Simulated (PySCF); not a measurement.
**First hyperpolarisability: `InChI=1S/C4H10B3N3O/c1-3-10-5-8-7(4(2)11)9-6-10/h3,5-6,8-9H,1H2,2H3`**

Molfile (atoms numbered from 1):
```
C4H10B3N3O
     RDKit          3D

 21 21  0  0  0  0  0  0  0  0999 V2000
    4.2521   -0.2382   -0.3646 C   0  0  0  0  0  0  0  0  0  0  0  0
    3.1850    0.2834   -0.9752 C   0  0  0  0  0  0  0  0  0  0  0  0
    1.8356    0.2351   -0.5673 N   0  0  0  0  0  0  0  0  0  0  0  0
    0.8758    0.9638   -1.3526 B   0  0  0  0  0  0  0  0  0  0  0  0
   -0.4971    0.9527   -0.9675 N   0  0  0  0  0  0  0  0  0  0  0  0
   -0.9485    0.2327    0.1731 B   0  0  0  0  0  0  0  0  0  0  0  0
   -2.4768    0.1613    0.6810 C   0  0  0  0  0  0  0  0  0  0  0  0
   -3.5748    0.8725   -0.0680 C   0  0  0  0  0  0  0  0  0  0  0  0
   -2.7158   -0.4851    1.6847 O   0  0  0  0  0  0  0  0  0  0  0  0
    0.0184   -0.4834    0.9220 N   0  0  0  0  0  0  0  0  0  0  0  0
    1.3975   -0.5140    0.5908 B   0  0  0  0  0  0  0  0  0  0  0  0
    4.1945   -0.7904    0.5741 H   0  0  0  0  0  0  0  0  0  0  0  0
    5.2343   -0.1125   -0.8216 H   0  0  0  0  0  0  0  0  0  0  0  0
    3.3231    0.8319   -1.9119 H   0  0  0  0  0  0  0  0  0  0  0  0
    1.2360    1.5775   -2.3286 H   0  0  0  0  0  0  0  0  0  0  0  0
   -1.1529    1.4731   -1.5357 H   0  0  0  0  0  0  0  0  0  0  0  0
   -3.3582    1.9524   -0.1262 H   0  0  0  0  0  0  0  0  0  0  0  0
   -3.6260    0.5020   -1.1056 H   0  0  0  0  0  0  0  0  0  0  0  0
   -4.5424    0.7167    0.4269 H   0  0  0  0  0  0  0  0  0  0  0  0
   -0.3329   -0.9906    1.7288 H   0  0  0  0  0  0  0  0  0  0  0  0
    2.1700   -1.1536    1.2559 H   0  0  0  0  0  0  0  0  0  0  0  0
  1  2  2  0
  2  3  1  0
  3  4  1  0
  4  5  1  0
  5  6  1  0
  6  7  1  0
  7  8  1  0
  7  9  2  0
  6 10  1  0
 10 11  1  0
 11  3  1  0
  1 12  1  0
  1 13  1  0
  2 14  1  0
  4 15  1  0
  5 16  1  0
  8 17  1  0
  8 18  1  0
  8 19  1  0
 10 20  1  0
 11 21  1  0
M  END
```

Method used: quadratic response CAM-B3LYP/def2-SVPD first hyperpolarisability, Taylor convention, gas phase in PySCF. Geometry: PBE0-D3(BJ)/def2-SVP.

Question: Give β for the processes computed.

Answer: In au, Taylor convention; the vector part is βᵢ = ⅓ Σⱼ (βᵢⱼⱼ + βⱼᵢⱼ + βⱼⱼᵢ); β∥ is 3/5 of the vector part along the dipole, the dipole points from − to +:
```tsv
process	λ (nm)	β vector norm	β∥	β HRS	depolarisation ratio
static β(0;0,0)	∞	283.9	-60.3	115.3	5.35
second harmonic β(−2ω;ω,ω)	1907	330.3	-63.5	134.1	5.33
Pockels β(−ω;ω,0)	1907	298.5	-61.3	–	–
second harmonic β(−2ω;ω,ω)	1064	469.2	-72.3	190.5	5.28
Pockels β(−ω;ω,0)	1064	333.9	-63.7	–	–
```

Question: Which lowest excitations, dipole and polarisabilities go with it?

Answer: S1 3.42 eV (f = 0.000); S2 5.24 eV (f = 0.291); S3 5.73 eV (f = 0.003); dipole 2.79 D; isotropic α 114.0 au static, 114.4 au at 1907 nm, 115.3 au at 1064 nm, 115.7 au at 953.5 nm, 119.9 au at 532 nm.
